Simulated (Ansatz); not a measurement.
```yaml
crystal:
  periodic: [false, false, false]
  atoms:
    - {symbol: C, position_ang: [-0.202309, -2.203975, 1.074374]}
    - {symbol: C, position_ang: [0.412685, -0.620656, 1.033249]}
    - {symbol: C, position_ang: [0.355468, 0.367236, 0.190040]}
    - {symbol: N, position_ang: [-0.316733, 0.462049, -1.009551]}
    - {symbol: Si, position_ang: [0.213042, 1.859029, -1.348537]}
    - {symbol: O, position_ang: [0.904845, 1.800290, 0.223696]}
    - {symbol: H, position_ang: [0.558490, -2.860691, 1.277389]}
    - {symbol: H, position_ang: [-0.669742, -2.024062, -0.049055]}
    - {symbol: H, position_ang: [-1.055609, -2.078408, 1.675203]}
    - {symbol: H, position_ang: [0.932726, -0.429621, 1.789682]}
    - {symbol: H, position_ang: [-1.120173, -0.198768, -1.218150]}
    - {symbol: H, position_ang: [1.221814, 2.092170, -2.539702]}
    - {symbol: H, position_ang: [-0.866864, 2.896879, -1.227973]}
basis:
  gaussian: {orbitals: def2-TZVPD, fitting: {mean_field: def2-universal-jkfit}}
hamiltonian: {xc: {name: PBE-QIDH}}
relax: {f_tol: 0.001, max_steps: 3}
output: {forces: true}
```

```sh
$ ansatz run in.yaml --threads 4 --pin off --events-out ev --progress --plain --max-ram 10444MiB
```

It prints (some lines left out):

```
Functional definition: PBE-QIDH
633 factors; integrals over basis functions are off by at most 8.8e-1 eV
mean field evaluation 1: about -14608.7722 eV, gradient 5.3e1 eV
mean field evaluation 2: about -14608.7733 eV, gradient 5.3e1 eV
mean field evaluation 4: about -14614.4336 eV, gradient 6.5e0 eV
mean field evaluation 8: about -14614.5169 eV, gradient 4.7e-2 eV
mean field evaluation 16: about -14614.5171 eV, gradient 5.0e-5 eV
mean field -14614.51705586 eV, -537.0735957275 hartree, gradient 2.6e-6 eV, S^2 0.000000; 0 other end points of the search recorded, 0 dependent functions left out
10 core orbitals not correlated: weight in the atoms' cores, before any rotation towards them, 1.000 or more for the frozen orbitals, at most 0.000 for the correlated occupied ones
reference -14614.51707264 eV, -537.0735963440 hartree; 17, 17 occupied and 267, 267 virtual orbitals, 633 factors
second order -32.00837412 eV of doubles, -0.00000000 eV of singles
relax step   1: F+E_penalty+E_count = -14625.18651390 eV  Δ(F+E_penalty+E_count) = +0.000e0 eV  max|allowed force component| = 8.743e0 eV/Å  Δτ_max = 0.0000 Å  (47 SCF iters, accepted)
633 factors; integrals over basis functions are off by at most 8.8e-1 eV
mean field -14617.24763232 eV, -537.1739425613 hartree, gradient 2.3e-6 eV, S^2 0.000000; 0 other end points of the search recorded, 0 dependent functions left out
10 core orbitals not correlated: weight in the atoms' cores, before any rotation towards them, 1.000 or more for the frozen orbitals, at most 0.000 for the correlated occupied ones
reference -14617.24764913 eV, -537.1739431792 hartree; 17, 17 occupied and 267, 267 virtual orbitals, 633 factors
second order -31.74190604 eV of doubles, -0.00000000 eV of singles
relax step   2: F+E_penalty+E_count = -14627.82826766 eV  Δ(F+E_penalty+E_count) = -2.642e0 eV  max|allowed force component| = 4.167e0 eV/Å  Δτ_max = 0.1949 Å  (47 SCF iters, accepted)
633 factors; integrals over basis functions are off by at most 8.8e-1 eV
mean field -14617.88632373 eV, -537.1974140378 hartree, gradient 1.5e-6 eV, S^2 0.000000; 0 other end points of the search recorded, 0 dependent functions left out
10 core orbitals not correlated: weight in the atoms' cores, before any rotation towards them, 1.000 or more for the frozen orbitals, at most 0.000 for the correlated occupied ones
reference -14617.88634077 eV, -537.1974146642 hartree; 17, 17 occupied and 267, 267 virtual orbitals, 633 factors
second order -31.66225648 eV of doubles, -0.00000000 eV of singles
relax step   3: F+E_penalty+E_count = -14628.44040922 eV  Δ(F+E_penalty+E_count) = -6.121e-1 eV  max|allowed force component| = 2.056e0 eV/Å  Δτ_max = 0.1514 Å  (48 SCF iters, accepted)
Error: geometry relaxation did not converge after 3 steps: max|allowed force component| = 2.06e0 eV/Å (threshold 1.0e-3). Raise `relax.max_steps` over both its present limit and 3, loosen `relax.f_tol`, or start from a geometry closer to equilibrium. Where this run's directory can be resumed (`checkpoint.write`), a resume goes on for up to `relax.max_steps` more
```

In this input the relaxation is allowed too few steps for its threshold. The calculation stopped without meeting its thresholds.
